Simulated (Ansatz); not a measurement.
`N[SiH]([SiH3])[SeH]` + HCl → `N[SiH]([SiH3])Cl` + H₂Se at 400 K and 1 bar (ligand exchange at the Si–Se bond).

Program: Ansatz. Geometries: PBE0-D4/def2-TZVP. ΔE: electronic, gas phase. CCSD(T)/CBS is the MP2 limit (def2-TZVPP, def2-QZVPP) plus CCSD(T) − MP2 in def2-TZVPP, frozen cores. This one scheme is used for every species. For Se outer-core shells are correlated without core-valence functions, which leaves a few kJ/mol of doubt a bond. Scalar relativity is left out up to krypton. Each species was taken in one conformer, which may not be the lowest.

| species | CCSD(T)/CBS energy (Eh) | H − E (kJ/mol) | S (J/(mol·K)) |
| --- | --- | --- | --- |
| `N[SiH]([SiH3])[SeH]` | -3037.82609 | 218.5 | 430.9 |
| HCl | -460.38127 | 29.6 | 195.4 |
| `N[SiH]([SiH3])Cl` | -1096.32520 | 197.3 | 393.4 |
| H₂Se | -2401.89790 | 49.4 | 229.5 |

H − E and S are ideal-gas, rigid-rotor, harmonic terms from PBE0-D4/def2-TZVP, for one conformer and one mirror image of each species. 1 Eh = 2625.50 kJ/mol, R = 8.31446 J/(mol·K).

Task: By hand: ΔE, ΔH, ΔS and ΔG.

Result: ΔE = (-1096.32520) + (-2401.89790) − (-3037.82609) − (-460.38127) = -0.01574 Eh = -41.3 kJ/mol. Δ(H − E) = 197.3 + 49.4 − 218.5 − 29.6 = -1.4, so ΔH = -42.7 kJ/mol. ΔS = 393.4 + 229.5 − 430.9 − 195.4 = -3.4 J/(mol·K). ΔG = -42.7 − 400 × (-3.4)/1000 = -41.3 kJ/mol.

Task: By hand: the equilibrium constant, and the temperature at which ΔG would vanish if ΔH and ΔS stayed fixed.

Result: log₁₀ K = −ΔG/(RT ln 10) = 5.4. ΔG = 0 at ΔH/ΔS = 12559 K, far beyond where these terms or the molecules hold.

The number of gas molecules stays the same, so ΔS is small and ΔH decides. A doubt of 5 kJ/mol in ΔE shifts log₁₀ K by 0.7 here. Other conformers and mirror images would add mixing entropy, several J/(mol·K) or more a flexible species. These are equilibria of isolated gas molecules and say nothing of rates. Largest T1 diagnostic: 0.011 (customary marks: 0.02 for closed shells, 0.045 for open ones).
